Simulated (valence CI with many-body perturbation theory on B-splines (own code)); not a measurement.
# Cl12+ in three bases

Computed by configuration interaction combined with many-body perturbation theory (CI+MBPT): three valence electrons over a frozen Dirac-Fock core [He], a basis of 9 s, 9 p, 8 d, 6 f, 3 g, 1 h functions for each j, with the one-electron correlation potential Σ1, the two-electron term Σ2, the three-electron term Σ3, Breit, model QED; selected CI, second order for the rest, scaled by the run's own slope (own B-spline code, finite nucleus).

No measured spectrum was set against this ion. As an estimate, levels of excited configurations hold to 0.05 to 0.15 % of their energy, terms of the ground configuration to about 0.5 %.

The reference run has the lowest level 2s²2p ²P°_1/2 and an ionisation energy of 656.270 eV. Its largest variational space holds 10999 state functions.

Changed runs:
A. basis 6 s, 6 p, 5 d, 3 f, 1 g
B. basis 5 s, 5 p, 4 d, 2 f

Excitation energies of the reference run in cm⁻¹, and shifts in cm⁻¹:

```csv
Level,Reference,A,B
2s²2p ²P°_3/2,17410,-1.0,-2.2
2s2p² ⁴P_1/2,211158,-135,-391
2s2p² ⁴P_3/2,217627,-136,-394
2s2p² ⁴P_5/2,226492,-134,-392
2s2p² ²D_3/2,377935,+125,+375
2s2p² ²D_5/2,378476,+124,+373
2s2p² ²S_1/2,476962,+227,+661
2s2p² ²P_1/2,504406,+163,+523
2s2p² ²P_3/2,512513,+152,+496
2p³ ⁴S°_3/2,663018,-117,-346
2p³ ²D°_3/2,749683,+116,+335
2p³ ²D°_5/2,750741,+118,+334
Ionisation energy (eV),656.270,-0.017,-0.053
```
